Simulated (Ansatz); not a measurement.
Ansatz (an electronic-structure program) input for Te(SH)2 (H₂S₂Te), SMILES S[Te]S, B3LYP-D3(BJ)/def2-SVP. 

Ansatz 0.2 input:
```yaml
crystal:
  periodic: [false, false, false]
  atoms:
    - {symbol: Te, position_ang: [-0.02578617, 0.01012775, 0.61581947]}
    - {symbol: S, position_ang: [1.74597844, 0.62842688, -0.86895170]}
    - {symbol: H, position_ang: [1.37349302, 1.87967282, -1.11327654]}
    - {symbol: S, position_ang: [-1.66723998, -0.65862058, -0.99121492]}
    - {symbol: H, position_ang: [-1.29242791, -1.92321646, -1.14666976]}
basis:
  gaussian:
    orbitals: def2-SVP
hamiltonian:
  xc: b3lyp
  dispersion: d3bj
relax: {f_tol: 0.002, max_steps: 200}
```

It prints:

```
WARN ansatz: RAYON_NUM_THREADS=1 ignored (pool sized by the plan → 1); use --threads N
Functional definition: B3LYP
integrals: 0.02 GiB planned
833 factors; integrals over basis functions are off by at most 2.5e-4 eV
mean field: 0.27 GiB planned
mean field evaluation 1: about -28992.8888 eV, gradient 1.5e1 eV
mean field evaluation 2: about -28992.0930 eV, gradient 2.2e1 eV
mean field evaluation 4: about -28993.6176 eV, gradient 3.4e-1 eV
mean field evaluation 8: about -28993.6458 eV, gradient 2.4e-2 eV
mean field evaluation 16: about -28993.6458 eV, gradient 1.6e-5 eV
mean field -28993.64584102 eV, -1065.4968320586 hartree, gradient 1.6e-5 eV, S^2 0.000000; 0 other end points of the search recorded, 0 dependent functions left out
the calculation of the forces begins
reference -28993.64604450 eV, -1065.4968395362 hartree; 29, 29 occupied and 43, 43 virtual orbitals, 833 factors
relax step   1: F+E_penalty+E_count = -28993.95622458 eV  Δ(F+E_penalty+E_count) = +0.000e0 eV  max|allowed force component| = 8.040e-1 eV/Å  Δτ_max = 0.0000 Å  (27 SCF iters, accepted)
these checks for a lower state are left out or cut short: starts, cluster_reference, orbital_swaps, neighbouring_geometries, increment
integrals: 0.02 GiB planned
833 factors; integrals over basis functions are off by at most 2.5e-4 eV
mean field: 0.27 GiB planned
mean field -28993.60835047 eV, -1065.4954543060 hartree, gradient 2.6e-5 eV, S^2 0.000000; 0 other end points of the search recorded, 0 dependent functions left out
the calculation of the forces begins
reference -28993.60855316 eV, -1065.4954617549 hartree; 29, 29 occupied and 43, 43 virtual orbitals, 833 factors
relax step   2: F+E_penalty+E_count = -28993.90896003 eV  Δ(F+E_penalty+E_count) = +4.726e-2 eV  max|allowed force component| = 6.918e-1 eV/Å  Δτ_max = 0.1671 Å  (28 SCF iters, rejected (line search))
these checks for a lower state are left out or cut short: starts, cluster_reference, orbital_swaps, neighbouring_geometries, increment
integrals: 0.02 GiB planned
833 factors; integrals over basis functions are off by at most 2.5e-4 eV
mean field: 0.27 GiB planned
mean field -28993.70358316 eV, -1065.4989540431 hartree, gradient 1.8e-5 eV, S^2 0.000000; 0 other end points of the search recorded, 0 dependent functions left out
the calculation of the forces begins
reference -28993.70378734 eV, -1065.4989615464 hartree; 29, 29 occupied and 43, 43 virtual orbitals, 833 factors
relax step   3: F+E_penalty+E_count = -28994.00806627 eV  Δ(F+E_penalty+E_count) = -5.184e-2 eV  max|allowed force component| = 2.986e-1 eV/Å  Δτ_max = 0.0814 Å  (29 SCF iters, accepted)
these checks for a lower state are left out or cut short: starts, cluster_reference, orbital_swaps, neighbouring_geometries, increment
integrals: 0.02 GiB planned
833 factors; integrals over basis functions are off by at most 2.5e-4 eV
mean field: 0.27 GiB planned
mean field evaluation 32: about -28993.6886 eV, gradient 1.5e-2 eV
mean field -28993.71283017 eV, -1065.4992938644 hartree, gradient 1.1e-5 eV, S^2 0.000000; 0 other end points of the search recorded, 0 dependent functions left out
the calculation of the forces begins
reference -28993.71303511 eV, -1065.4993013959 hartree; 29, 29 occupied and 43, 43 virtual orbitals, 833 factors
relax step   4: F+E_penalty+E_count = -28994.01389420 eV  Δ(F+E_penalty+E_count) = -5.828e-3 eV  max|allowed force component| = 1.530e-1 eV/Å  Δτ_max = 0.0741 Å  (30 SCF iters, accepted)
these checks for a lower state are left out or cut short: starts, cluster_reference, orbital_swaps, neighbouring_geometries, increment
integrals: 0.02 GiB planned
833 factors; integrals over basis functions are off by at most 2.5e-4 eV
mean field: 0.27 GiB planned
mean field -28993.71442199 eV, -1065.4993523628 hartree, gradient 1.0e-5 eV, S^2 0.000000; 0 other end points of the search recorded, 0 dependent functions left out
the calculation of the forces begins
reference -28993.71462646 eV, -1065.4993598769 hartree; 29, 29 occupied and 43, 43 virtual orbitals, 833 factors
relax step   5: F+E_penalty+E_count = -28994.01601718 eV  Δ(F+E_penalty+E_count) = -2.123e-3 eV  max|allowed force component| = 5.625e-2 eV/Å  Δτ_max = 0.0403 Å  (30 SCF iters, accepted)
these checks for a lower state are left out or cut short: starts, cluster_reference, orbital_swaps, neighbouring_geometries, increment
integrals: 0.02 GiB planned
833 factors; integrals over basis functions are off by at most 2.5e-4 eV
mean field: 0.27 GiB planned
mean field -28993.71445553 eV, -1065.4993535951 hartree, gradient 9.6e-6 eV, S^2 0.000000; 0 other end points of the search recorded, 0 dependent functions left out
the calculation of the forces begins
reference -28993.71466000 eV, -1065.4993611094 hartree; 29, 29 occupied and 43, 43 virtual orbitals, 833 factors
relax step   6: F+E_penalty+E_count = -28994.01635513 eV  Δ(F+E_penalty+E_count) = -3.379e-4 eV  max|allowed force component| = 7.674e-3 eV/Å  Δτ_max = 0.0210 Å  (31 SCF iters, accepted)
these checks for a lower state are left out or cut short: starts, cluster_reference, orbital_swaps, neighbouring_geometries, increment
integrals: 0.02 GiB planned
833 factors; integrals over basis functions are off by at most 2.5e-4 eV
mean field: 0.27 GiB planned
mean field -28993.71448999 eV, -1065.4993548616 hartree, gradient 2.1e-5 eV, S^2 0.000000; 0 other end points of the search recorded, 0 dependent functions left out
the calculation of the forces begins
reference -28993.71469445 eV, -1065.4993623753 hartree; 29, 29 occupied and 43, 43 virtual orbitals, 833 factors
relax step   7: F+E_penalty+E_count = -28994.01637877 eV  Δ(F+E_penalty+E_count) = -2.364e-5 eV  max|allowed force component| = 5.605e-3 eV/Å  Δτ_max = 0.0076 Å  (23 SCF iters, accepted)
these checks for a lower state are left out or cut short: starts, cluster_reference, orbital_swaps, neighbouring_geometries, increment
integrals: 0.02 GiB planned
833 factors; integrals over basis functions are off by at most 2.5e-4 eV
mean field: 0.27 GiB planned
mean field -28993.71444266 eV, -1065.4993531222 hartree, gradient 8.4e-6 eV, S^2 0.000000; 0 other end points of the search recorded, 0 dependent functions left out
the calculation of the forces begins
reference -28993.71464711 eV, -1065.4993606357 hartree; 29, 29 occupied and 43, 43 virtual orbitals, 833 factors
relax step   8: F+E_penalty+E_count = -28994.01640786 eV  Δ(F+E_penalty+E_count) = -2.909e-5 eV  max|allowed force component| = 3.444e-4 eV/Å  Δτ_max = 0.0041 Å  (24 SCF iters, accepted)
integrals: 0.02 GiB planned
833 factors; integrals over basis functions are off by at most 2.5e-4 eV
mean field: 0.27 GiB planned
mean field evaluation 64: about -28993.6898 eV, gradient 1.4e-1 eV
mean field -28993.71444266 eV, -1065.4993531222 hartree, gradient 8.4e-6 eV, S^2 0.000000; 1 other end points of the search recorded, 0 dependent functions left out
the calculation of the forces begins
reference -28993.71464711 eV, -1065.4993606357 hartree; 29, 29 occupied and 43, 43 virtual orbitals, 833 factors
Total energy: -28994.01661231 eV, -1065.5104576521 hartree
Atom 0 at    -0.026560     0.012149     0.579005 Å, force     0.000239    -0.000083    -0.000184 eV/Å
Atom 1 at     1.823027     0.660901    -0.871342 Å, force    -0.000138    -0.000150     0.000211 eV/Å
Atom 2 at     1.419451     1.936199    -1.089774 Å, force    -0.000142     0.000209    -0.000032 eV/Å
Atom 3 at    -1.750419    -0.695493    -0.993525 Å, force     0.000230     0.000344    -0.000147 eV/Å
Atom 4 at    -1.331482    -1.977365    -1.128657 Å, force    -0.000189    -0.000321     0.000153 eV/Å
Dipole moment:    -0.005143     0.002487     0.125234 e Å
```

The run converged.
